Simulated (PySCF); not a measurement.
[MnF4]2+: Mn(VI) (d1), charge +2. The structure is a model geometry with rigid ligands and bond lengths from ionic radii and bond length changed to 1.04 of its base value, not a minimum; coordination tetrahedral, point group Td, metal–donor distances 1.62 Å.

The d shell alone is too small an active space for [MnF4]2+ (an active orbital has only 0.54 squared overlap with the free ion's shell): its levels, fitted parameters, g values and moments show what this model gives and aren't sound predictions.

```
5

Mn    0.000    0.000    0.000
F     0.934    0.934    0.934
F    -0.934   -0.934    0.934
F    -0.934    0.934   -0.934
F     0.934   -0.934   -0.934
```

Method (PySCF 2.14, density fitting): CASSCF(1,5) with orbitals averaged over all microstates of the shell, strongly contracted NEVPT2 on the averaged canonical orbitals; basis x2c-TZVPall on the metal, x2c-SVPall elsewhere; spin-free X2C; gas phase; spin-orbit coupling by state interaction with the mean-field operator over all roots.

Which term lies lowest, and with what spin?

2E (S = 1/2, orbital degeneracy 2), with 1.0 electrons in the lower (e-type) set and 0.0 in the upper (t2-type) set, by NEVPT2.

Where do the spin-allowed transitions within the shell lie?

By NEVPT2: 2T2 at 17753 cm⁻¹ (563 nm). The strongest, at 17753 cm⁻¹, has f = 3.8e-03.

What ligand-field parameters describe the result?

At NEVPT2 level: orbital energies 0, 0, 17753, 17753, 17753 cm⁻¹; 10Dq = 17753 cm⁻¹; ζ = 241 cm⁻¹ (free ion 518), lowered by covalency.

What magnetic behaviour follows?

The ground state is orbitally degenerate (an E term, whose orbital moment is quenched to first order), so no simple spin Hamiltonian is given. The lowest spin-orbit level is 4-fold; the next lies at 17727.8 cm⁻¹. μeff is 1.72 μB at 300 K and 1.70 μB at 10 K; the spin-only value is 1.73 μB.

The geometry is a model, and the complex may not exist in this form. Charge-transfer states lie outside this active space and may come lower than some of these levels. The ground state is orbitally degenerate in this regular structure, which would distort (Jahn–Teller), so its moment is that of the undistorted model. NEVPT2 on the d shell alone tends to put d–d bands too high for such charged or covalently bound ions.

The job took 2.6 s on one thread of Arm Neoverse V2 (shared host), with 104 basis functions, launched as `OMP_NUM_THREADS=1 python lf_run.py task.json out`.
